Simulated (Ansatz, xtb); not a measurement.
## BGeH6N: which of two structures lies lower

Structure I: `N[BH][GeH3]`, a singlet. Structure II: a singlet given by its coordinates. Both are isolated molecules in the gas phase, relaxed with B3LYP-D3(BJ)/def2-SVP; the shapes shown needn't be the lowest conformers.

I (Å):

```xyz
9

B    -0.6754   -2.0444    2.1387
Ge    1.2132   -2.8613    2.3912
N    -1.7742   -2.6126    2.7690
H    -1.7203   -3.4298    3.3680
H    -2.7168   -2.2473    2.6746
H    -0.8515   -1.0701    1.4458
H     2.2114   -1.8546    3.0126
H     1.8376   -3.3233    1.0522
H     1.1888   -4.1019    3.3251
```

II (Å):

```
atom    x (Å)    y (Å)    z (Å)
   B  -0.9782   1.2508   0.3033
  Ge   0.0849  -0.1074  -1.4181
   N  -1.2988  -0.2566   0.1132
   H  -0.0546   1.4965  -0.6839
   H  -2.2500  -0.4711  -0.1774
   H  -1.0278  -0.8675   0.8803
   H  -1.8880   1.9901   0.0106
   H  -0.3191   1.4778   1.2931
   H  -1.1013   0.2817  -2.4191
```

Close contacts (Å): B1–Ge2 2.44, B1–N3 1.55, Ge2–N3 2.07, B1–H4 1.37, B1–H7 1.21, B1–H8 1.21, Ge2–H4 1.77, Ge2–H9 1.60, N3–H5 1.02, N3–H6 1.02.

Quicker runs give these differences E(II) − E(I): GFN2-xTB −32.4 kJ/mol; HF/STO-3G +153.1 kJ/mol (at GFN2-xTB geometries); r2SCAN-D4/def2-SVP +43.5 kJ/mol (at GFN2-xTB geometries).

Task: Which of the two would you expect CCSD(T)/def2-TZVP electronic energies to favour?

Result: Structure I; the calculation gives E(II) − E(I) = +48.6 kJ/mol.

How the difference moves with the method:

```
                level               geometry  E(II) − E(I) (kJ/mol)  departure from the last row (kJ/mol)  job, with rough time for the two
             GFN2-xTB               GFN2-xTB                   −32.4                                 −81.0              optimisation, 0.16 s
            HF/STO-3G               GFN2-xTB                  +153.1                                +104.5              single point, 0.24 s
   r2SCAN-D4/def2-SVP               GFN2-xTB                   +43.5                                  −5.2               single point, 1.5 s
B3LYP-D3(BJ)/def2-SVP  B3LYP-D3(BJ)/def2-SVP                   +36.5                                 −12.1                optimisation, 17 s
         HF/def2-TZVP  B3LYP-D3(BJ)/def2-SVP                   +81.8                                 +33.1           part of the CCSD(T) run
        MP2/def2-TZVP  B3LYP-D3(BJ)/def2-SVP                   +48.9                                  +0.2           part of the CCSD(T) run
    CCSD(T)/def2-TZVP  B3LYP-D3(BJ)/def2-SVP                   +48.6                                                      single point, 19 s
```

GFN2-xTB puts the two in the other order. The largest departure from CCSD(T)/def2-TZVP is that of HF/STO-3G, 104.5 kJ/mol.

With harmonic frequencies from B3LYP-D3(BJ)/def2-SVP (ideal gas, rigid rotor, one conformer each, 298.15 K, 1 atm): on the last row, ΔE + ΔZPE = +56.7, ΔH = +54.2, ΔG = +59.9 kJ/mol.

The correlated steps freeze 11 core orbitals; the filled d shell of Ge is correlated, in a basis made for valence electrons. Mirror images aren't counted in ΔG. Codes used: Ansatz 0.2.0, xtb 6.7.1; the last row on 2 threads of Intel(R) Xeon(R) 6975P-C (Granite Rapids) on a shared host.
